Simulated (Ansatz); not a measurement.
Reaction (ligand exchange at a B–S bond): `CSB(Cl)Cl` + H₂Se → `ClB(Cl)[SeH]` + CH₃SH

Program: Ansatz. Geometries: PBE0-D4/def2-TZVP. ΔE: electronic, gas phase. CCSD(T)/CBS adds triple-zeta CCSD(T) − MP2 to the extrapolated MP2 energy (def2 sets, frozen cores). This one scheme is used for every species. DFT in def2-TZVPP. For Se outer-core shells are correlated without core-valence functions, which leaves a few kJ/mol of doubt a bond. Scalar relativity is left out up to krypton. Each species was taken in one conformer, which may not be the lowest.

(1) Is it downhill or uphill in electronic energy at CCSD(T)/CBS, and by how much? (Estimate.)

(2) What do these levels give: BLYP-D4, ωB97X-V, PBE-QIDH, r2SCANh, LC-ωPBE, CCSD(T)/def2-TZVPP? (Estimate.)

Largest T1 diagnostic among the species: 0.012.

Answers

(1) Computed: Uphill: ΔE = +15.9 kJ/mol.

(2) Computed: BLYP-D4 20.2, ωB97X-V 18.7, PBE-QIDH 17.0, r2SCANh 19.1, LC-ωPBE 17.1, CCSD(T)/def2-TZVPP 16.5 kJ/mol.

Leaving LDA and LC-ωPBE aside and taking each functional with its dispersion term where it has one, the values, not all of them listed here, spread over 6.3 kJ/mol, from B2PLYP to B97M-V. LDA lies +6.6 kJ/mol from PBE without D4. The D4 term adds +3.5 kJ/mol with B3LYP and +2.1 kJ/mol with PBE0; it sums over pairs of atoms, weighted by their polarisabilities, and B3LYP, whose exchange is more repulsive, gets the larger term. In def2-TZVPP, CCSD(T) changes the Hartree–Fock value by +3.1 kJ/mol (the triples alone add +1.5 kJ/mol) and MP2 by +3.1 kJ/mol.

B3LYP here is the variant with VWN-RPA as its local correlation; programs differ in this.
